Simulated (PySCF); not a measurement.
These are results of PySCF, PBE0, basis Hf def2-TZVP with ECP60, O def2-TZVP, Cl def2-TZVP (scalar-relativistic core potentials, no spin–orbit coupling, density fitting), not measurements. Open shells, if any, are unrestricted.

Question: What shape and geometry does isolated singlet HfOCl2 take (every ligand bound to Hf)?

Answer: Formally Hf is in oxidation state +4, d0. The polar-tensor charge on Hf, 2.17, is far below the formal one. The lowest minimum found is a singlet of Cs symmetry with Hf–Cl 2.365 Å (×2), Hf–O 1.742 Å; Cl–Hf–Cl 120.5°, Cl–Hf–O 112.0° (×2). Its harmonic wavenumbers are 59 (a'), 113 (a'), 199 (a''), 364 (a'), 383 (a''), 957 (a') cm⁻¹ and its dipole moment is 4.08 D.

Other isomers or separated fragments may lie lower. No spin–orbit coupling is included, which matters more the heavier the element.
